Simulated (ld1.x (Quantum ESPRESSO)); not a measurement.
**PBE TM dataset for cerium, scalar-relativistic all-electron reference.**

```json
{
  "Element": "Ce",
  "Generator": "ld1.x (Quantum ESPRESSO) 7.5",
  "Type": "norm-conserving Troullier–Martins (Kleinman–Bylander form)",
  "Functional": "PBE",
  "Relativity": "scalar-relativistic",
  "Frozen core": "[Kr] 4d10",
  "Valence charge": "12",
  "Reference configuration": "4f1 5s2 5p6 5d2 6s1 6p0",
  "Partial waves": "5s (bound): rc 1.55 bohr; 5d (bound): rc 4.10 bohr; 4f (bound): rc 0.85 bohr; 5p (bound): rc 1.55 bohr",
  "Local potential": "the p channel",
  "Core correction": "none"
}
```

Occupied shells without a wave of their own: 6s. They enter only through the test configuration that unscreens the potential.

All-electron outer shells of the reference configuration (PBE, scalar-relativistic, ld1.x):

| shell | level (eV) | outermost node (bohr) | outermost maximum (bohr) |
| --- | --- | --- | --- |
| 4p | -209.44 | 0.33 | 0.62 |
| 4d | -108.85 | 0.31 | 0.66 |
| 5s | -39.00 | 0.75 | 1.37 |
| 5p | -21.75 | 0.81 | 1.55 |
| 4f | -3.79 | – | 0.71 |
| 6s | -3.19 | 1.83 | 3.87 |
| 5d | -2.11 | 0.92 | 2.23 |
| 6p | -1.05 | 2.18 | 5.22 |

Estimate the cutoffs (Ry, on a coarse ladder) from which the occupation-weighted sum of valence levels, in a spherical-Bessel basis at the reference potential, stays within 10 and 1 mRy of its value at 400 Ry.

over 300 Ry and over 300 Ry.

What does a ghost test show?

No extra level below or beside the all-electron valence levels (s, d, f, p tested).

Which valence shell sets the plane-wave cutoff?

4f: its level needs over 300 Ry to come within 1 mRy, against 70 Ry for 5s.

Tests: 4f1 5s2 5p6 5d1 6s2 6p0; 4f1 5s2 5p6 5d1 6s1 6p0; 4f1 5s2 5p6 5d1 6s0 6p0; 4f0 5s2 5p6 5d0 6s0 6p0; 4f0 5s2 5p6 5d2 6s1 6p0; 4f1 5s2 5p6 5d0 6s0 6p0; 4f1 5s2 5p6 5d0 6s2 6p0. Which has the largest error in its energy relative to the reference configuration, and how large is it?

4f0 5s2 5p6 5d2 6s1 6p0, with +436 meV (all-electron minus pseudo) on +10.33 eV.
